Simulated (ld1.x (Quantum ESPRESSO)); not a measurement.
# Which change was made? (S, TM semilocal)

```
Element                 : S (Z = 16)
Generator               : ld1.x (Quantum ESPRESSO) 7.5
Type                    : norm-conserving Troullier–Martins (semilocal form)
Functional              : LDA (PZ)
Relativity              : scalar-relativistic
Frozen core             : [Ne]
Valence charge          : 6
Reference configuration : 3s2 3p4
Partial waves           : 3p (bound): rc 1.50 bohr; 3s (bound): rc 1.45 bohr
Local potential         : the s channel
Core correction         : a·sin(br)/r model core inside 1.20 bohr
```

Cutoffs, loose and tight: the cutoffs (Ry, on a coarse ladder) from which the occupation-weighted sum of valence levels, in a spherical-Bessel basis at the reference potential, stays within 10 and 1 mRy of its value at 400 Ry. They do not see the model core or the augmentation charge, which bear on the density cutoff. Test errors are all-electron minus pseudo excitation energies from the reference, over the configurations 3s2 3p3; 3s2 3p2; 3s2 3p1; 3s0 3p6; 3s1 3p4; 3s2 3p3.5; 3s2 3p4.3 (two spin-polarised tests are not counted in the largest error); variants that change the core or the reference have their own tests.

The base gives: outcome: generated; cutoff, loose: 40 Ry; cutoff, tight: 60 Ry; bound ghosts: none; largest test error (meV): +95.

**Question.** After one change the result is: outcome: generated; cutoff, loose: 50 Ry; cutoff, tight: 100 Ry; bound ghosts: none; largest test error (meV): +100. Which change was it?
A. wave 3s (bound): rc 1.45 bohr becomes 3s (bound): rc 1.90 bohr
B. wave 3s (bound): rc 1.45 bohr becomes 3s (bound): rc 0.92 bohr
C. wave 3s (bound): rc 1.45 bohr becomes 3s (bound): rc 2.18 bohr
D. wave 3s (bound): rc 1.45 bohr becomes 3s (bound): rc 1.10 bohr
E. wave 3s (bound): rc 1.45 bohr becomes 3s (bound): rc 1.20 bohr

**Answer.** E. The others give: wave 3s (bound): rc 1.45 bohr becomes 3s (bound): rc 0.92 bohr → outcome: generated; cutoff, loose: 110 Ry; cutoff, tight: over 300 Ry; bound ghosts: none; largest test error (meV): +181 | wave 3s (bound): rc 1.45 bohr becomes 3s (bound): rc 1.90 bohr → outcome: generated; cutoff, loose: 25 Ry; cutoff, tight: 40 Ry; bound ghosts: none; largest test error (meV): +160 | wave 3s (bound): rc 1.45 bohr becomes 3s (bound): rc 1.10 bohr → outcome: generated; cutoff, loose: 60 Ry; cutoff, tight: 140 Ry; bound ghosts: none; largest test error (meV): +110 | wave 3s (bound): rc 1.45 bohr becomes 3s (bound): rc 2.18 bohr → outcome: generated; cutoff, loose: 18 Ry; cutoff, tight: 35 Ry; bound ghosts: none; largest test error (meV): +232.
